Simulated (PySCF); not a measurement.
A calculated (M06-L, PySCF 2.14, x2c-QZVPPall, scalar relativity by spin-free X2C-1e) atom or ion has these occupied shells.

```
shell  electrons  orbital energy (eV)  rms radius, mean of both spins (bohr)
 1s α          1             -11744.4                                 0.0525
 1s β          1             -11744.3                                 0.0525
 2s α          1              -1510.1                                  0.220
 2s β          1              -1510.0                                  0.220
 2p α          3              -1322.0                                  0.196
 2p β          3              -1321.9                                  0.196
 3s α          1              -206.71                                  0.639
 3s β          1              -206.60                                  0.639
 3p α          3              -147.50                                  0.667
 3p β          3              -147.37                                  0.667
 3d α          5              -51.240                                  0.758
 3d β          5              -51.032                                  0.758
 4s α          1              -24.293                                   2.02
 4s β          1              -22.170                                   2.02
 4p α          2              -14.107                                   2.43
```

Question: Name the element and its charge.

Answer: As⁺ (arsenic, charge +1), in [Ar] 3d10 4s2 4p2, high-spin 3P determinant.
